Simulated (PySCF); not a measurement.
Series: H2E=E'H2. Gas-phase values, no solvent. One relaxed conformer stands for each flexible species; it need not be the lowest. Strings in code marks are SMILES.

Level of theory: CAM-B3LYP-D3(BJ)/def2-TZVP (PySCF 2.14.0). All candidates: neutral, multiplicity 1. Excitations are Tamm–Dancoff values on a coarser integration grid. The basis has no diffuse functions, so Rydberg states are missing or too high.

| Item | Value |
|---|---|
| T1 excitation (TDA) | 2.50 eV |
| hole reorganisation energy (four-point) | 0.331 eV |
| S1 excitation (TDA) | 5.59 eV |

### Question
Identify which member has these values.
A) `[NH2][GaH2]`
B) `[CH2]=[GeH2]`
C) `[CH2]=[SnH2]`
D) `[NH2][AlH2]`

### Answer
B, `[CH2]=[GeH2]`. The others give `[CH2]=[SnH2]`: 1.97 eV, 0.320 eV, 4.82 eV; `[NH2][AlH2]`: 5.25 eV, 1.590 eV, 6.31 eV; `[NH2][GaH2]`: 4.83 eV, 1.728 eV, 6.28 eV
